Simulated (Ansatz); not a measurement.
Input for Ansatz (development build ahead of 0.2.0):

```yaml
crystal:
  periodic: [false, false, false]
  atoms:
    - { symbol: Co, position_ang: [0.0, 0.0, 0.0] }
    - { symbol: S, position_ang: [0.0, 0.0, 2.1252] }
basis:
  gaussian: { orbitals: pcseg-2 }
magnetization:
  initial_magnetization: 5
hamiltonian:
  xc: r2scan
```

The input is written out in the form of the current development build from the run's settings.

The run gave:

| Quantity | Value |
| --- | --- |
| Converged | yes |
| Total energy | -1780.91520 hartree |
| Spin squared of the determinant | 8.750 |
| Stability test | minimum among restricted orbitals |

Caution: no unrestricted run beside it, a lower state can exist.
